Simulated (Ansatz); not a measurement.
Z-matrix (Å, degrees):
```
C
B 1 1.589
H 1 1.096 2 109.5
H 1 1.094 2 113.3 3 -119.1
H 1 1.097 2 112.7 3 118.3
C 2 1.595 1 118.2 3 -68.7
O 2 1.716 1 105.7 3 174.7
H 2 1.229 1 114.3 3 69.6
H 6 1.095 2 109.5 1 66.1
H 6 1.099 2 112.6 1 -51.4
H 6 1.096 2 114.1 1 -174.8
Si 7 1.696 2 108.1 1 -130.2
H 7 0.962 2 113.1 1 96.0
H 12 1.477 7 111.6 2 -52.9
H 12 1.473 7 107.3 2 72.1
H 12 1.488 7 104.0 2 -170.7
```

The species carries charge 0 and has multiplicity 1.

(1) List the B3LYP/def2-TZVPP orbital energies in eV (the Gaussian-basis code of Ansatz). (Estimate.)

Answers

(1) Computed: Occupied: -1800.18, -522.40, -275.46, -275.22, -182.68, -144.62, -100.00, -99.92, -99.90, -29.31, -18.73, -17.81, -16.95, -14.81, -13.18, -11.97, -11.13, -10.77, -10.06, -9.96, -9.88, -9.61, -9.44, -7.79, -7.65. Lowest empty: -0.75, 0.70, 0.92, 1.04, 1.46, 1.66, 2.03, 2.66.

B3LYP here is the variant with VWN-RPA as its local correlation; programs differ in this.
